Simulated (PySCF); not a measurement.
## Electron correlation in C⁺ (carbon, charge +1)

[He] 2s2 2p1, 2P determinant. Calculation: PySCF 2.14, in cc-pVDZ (3s2p1d, 14 functions); the non-relativistic Hamiltonian (point nucleus). Frozen: 1s2; 3 electrons correlated.

MP2 pair energies summed by pair of shells (mhartree):

```json
{"pair": "2s-2s", "energy": "-25.63", "share (%)": "62.1"}
{"pair": "2s-2p", "energy": "-15.66", "share (%)": "37.9"}
```

Total MP2 correlation energy: -41.29 mhartree.

Same-spin part -2.39 and opposite-spin part -38.90 mhartree; SCS-MP2 scales them by 1/3 and 6/5 to -47.48 mhartree.

```csv
level,correlation energy (mhartree)
CCSD,-66.71
(T),-0.65
CCSD(T),-67.36
```

Diagnostics: T1 = 0.0084, D1 = 0.0157, largest double amplitude 0.136.

**Question.** Is a single reference adequate?

**Answer.** Mostly. T1 lies below 0.03, but a double amplitude of this size points to a near-degeneracy that CCSD handles and MP2 describes poorly.
